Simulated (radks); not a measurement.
Ionisation ladder of barium, from Ba22+ to Ba43+. Each ion is in the ground configuration listed by NIST, and IE = E(next ion) - E(this ion). All-electron calculation, non-relativistic Kohn-Sham, LDA (Slater exchange, Perdew-Wang correlation), spin-unpolarised, spherical densities, point nucleus; relativity is left out, which matters for an element this heavy. Program: a radial shooting solver on a logarithmic mesh with Libxc functionals.

[
 {"species": "Ba22+", "configuration": "[Ar] 3d10 4s2 4p4", "E (hartree)": "-7666.7191", "IE, Delta-SCF (eV)": "715.73", "IE, NIST (eV)": "717", "kind": "theory", "error (eV)": "-1.3"},
 {"species": "Ba23+", "configuration": "[Ar] 3d10 4s2 4p3", "E (hartree)": "-7640.4164", "IE, Delta-SCF (eV)": "751.38", "IE, NIST (eV)": "752", "kind": "theory", "error (eV)": "-0.6"},
 {"species": "Ba24+", "configuration": "[Ar] 3d10 4s2 4p2", "E (hartree)": "-7612.8037", "IE, Delta-SCF (eV)": "787.31", "IE, NIST (eV)": "809", "kind": "theory", "error (eV)": "-21.7"},
 {"species": "Ba25+", "configuration": "[Ar] 3d10 4s2 4p1", "E (hartree)": "-7583.8704", "IE, Delta-SCF (eV)": "823.43", "IE, NIST (eV)": "846", "kind": "theory", "error (eV)": "-22.6"},
 {"species": "Ba26+", "configuration": "[Ar] 3d10 4s2", "E (hartree)": "-7553.6099", "IE, Delta-SCF (eV)": "911.20", "IE, NIST (eV)": "935", "kind": "theory", "error (eV)": "-23.8"},
 {"species": "Ba27+", "configuration": "[Ar] 3d10 4s1", "E (hartree)": "-7520.1240", "IE, Delta-SCF (eV)": "946.61", "IE, NIST (eV)": "976.6", "kind": "semi-emp.", "error (eV)": "-30.0"},
 {"species": "Ba28+", "configuration": "[Ar] 3d10", "E (hartree)": "-7485.3368", "IE, Delta-SCF (eV)": "1704.9", "IE, NIST (eV)": "1695", "kind": "theory", "error (eV)": "+9.9"},
 {"species": "Ba29+", "configuration": "[Ar] 3d9", "E (hartree)": "-7422.6830", "IE, Delta-SCF (eV)": "1791.2", "IE, NIST (eV)": "1776", "kind": "theory", "error (eV)": "+15.2"},
 {"species": "Ba30+", "configuration": "[Ar] 3d8", "E (hartree)": "-7356.8571", "IE, Delta-SCF (eV)": "1879.1", "IE, NIST (eV)": "1864", "kind": "theory", "error (eV)": "+15.1"},
 {"species": "Ba31+", "configuration": "[Ar] 3d7", "E (hartree)": "-7287.8032", "IE, Delta-SCF (eV)": "1968.4", "IE, NIST (eV)": "1958", "kind": "theory", "error (eV)": "+10.4"},
 {"species": "Ba32+", "configuration": "[Ar] 3d6", "E (hartree)": "-7215.4665", "IE, Delta-SCF (eV)": "2059.2", "IE, NIST (eV)": "2047", "kind": "theory", "error (eV)": "+12.2"},
 {"species": "Ba33+", "configuration": "[Ar] 3d5", "E (hartree)": "-7139.7925", "IE, Delta-SCF (eV)": "2151.5", "IE, NIST (eV)": "2142", "kind": "theory", "error (eV)": "+9.5"},
 {"species": "Ba34+", "configuration": "[Ar] 3d4", "E (hartree)": "-7060.7279", "IE, Delta-SCF (eV)": "2245.2", "IE, NIST (eV)": "2256", "kind": "theory", "error (eV)": "-10.8"},
 {"species": "Ba35+", "configuration": "[Ar] 3d3", "E (hartree)": "-6978.2200", "IE, Delta-SCF (eV)": "2340.3", "IE, NIST (eV)": "2349", "kind": "theory", "error (eV)": "-8.7"},
 {"species": "Ba36+", "configuration": "[Ar] 3d2", "E (hartree)": "-6892.2173", "IE, Delta-SCF (eV)": "2436.7", "IE, NIST (eV)": "2452", "kind": "theory", "error (eV)": "-15.3"},
 {"species": "Ba37+", "configuration": "[Ar] 3d1", "E (hartree)": "-6802.6695", "IE, Delta-SCF (eV)": "2534.5", "IE, NIST (eV)": "2547", "kind": "theory", "error (eV)": "-12.5"},
 {"species": "Ba38+", "configuration": "[Ar]", "E (hartree)": "-6709.5275", "IE, Delta-SCF (eV)": "2798.9", "IE, NIST (eV)": "2814", "kind": "theory", "error (eV)": "-15.1"},
 {"species": "Ba39+", "configuration": "[Ne] 3s2 3p5", "E (hartree)": "-6606.6712", "IE, Delta-SCF (eV)": "2885.7", "IE, NIST (eV)": "2901", "kind": "theory", "error (eV)": "-15.3"},
 {"species": "Ba40+", "configuration": "[Ne] 3s2 3p4", "E (hartree)": "-6500.6245", "IE, Delta-SCF (eV)": "2973.1", "IE, NIST (eV)": "2994", "kind": "theory", "error (eV)": "-20.9"},
 {"species": "Ba41+", "configuration": "[Ne] 3s2 3p3", "E (hartree)": "-6391.3664", "IE, Delta-SCF (eV)": "3060.9", "IE, NIST (eV)": "3081", "kind": "theory", "error (eV)": "-20.1"},
 {"species": "Ba42+", "configuration": "[Ne] 3s2 3p2", "E (hartree)": "-6278.8793", "IE, Delta-SCF (eV)": "3149.1", "IE, NIST (eV)": "3266", "kind": "theory", "error (eV)": "-116.9"},
 {"species": "Ba43+", "configuration": "[Ne] 3s2 3p1", "E (hartree)": "-6163.1509", "IE, Delta-SCF (eV)": "3237.4", "IE, NIST (eV)": "3363", "kind": "theory", "error (eV)": "-125.6"}
]

Reference values: NIST Atomic Spectra Database (exp. = measured, semi-emp. = semi-empirical, theory = theoretical value adopted there). The ionisation energy per charge of the ion left behind rises most, in proportion, at Ba28+ ([Ar] 3d10), from 33.807 to 58.789 eV. Relativity is left out here, which matters for elements this heavy. Spin polarisation and multiplet splitting are left out, so open shells lie too high by an amount that depends on their filling.

Beside tabulated values, note that spin-unpolarised runs miss the spin-polarisation part of the exchange energy of open shells.
